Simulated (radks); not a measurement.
Q: Radial electron density D(r) = 4 pi r^2 rho(r) of an atom or ion with 4 electrons. Calculated with a radial shooting solver on a logarithmic mesh with Libxc functionals: scalar-relativistic Kohn-Sham, PBE, spin-polarised, spherical densities, finite nucleus; Fermi nuclear charge, rms radius of each element as measured or else 0.836 A^(1/3) + 0.57 fm.

```
   r/bohr * D(r) (the largest magnitude, 50.9, reaches the edge; | marks zero)
  0.00117 |*
 0.001417 | *
 0.001717 |  *
 0.002064 |   *
 0.002501 |    *
  0.00303 |      *
 0.003672 |        *
 0.004449 |           *
 0.005348 |               *
 0.006479 |                    *
 0.007851 |                          *
 0.009513 |                                 *
  0.01153 |                                        *
  0.01397 |                                              *
  0.01679 |                                                   *
  0.02034 |                                                      *
  0.02465 |                                                     *
  0.02986 |                                                *
  0.03618 |                                       *
  0.04349 |                             *
   0.0527 |                   *
  0.06386 |              *
  0.07737 |             *
  0.09375 |               *
   0.1127 |                 *
   0.1365 |                *
   0.1654 |           *
   0.2005 |      *
   0.2429 |  *
    0.292 |*
   0.3538 *
   0.4286 *
```

What is the nuclear charge?

A: Z = 43. The innermost maximum, from 1s, lies near gamma/Z bohr with gamma = sqrt(1 - (Z/c)^2) = 0.949, here 0.0221 bohr (found: 0.0213), and its height grows with Z. The density is that of the technetium ion Tc39+ in [He] 2s2; the configuration itself is not fixed sharply by these data, and Z only to a few units. D(r) has 2 maxima, at r = 0.0213, 0.118 bohr, and minima at 0.0732 bohr, inside which lie 2.07 electrons.
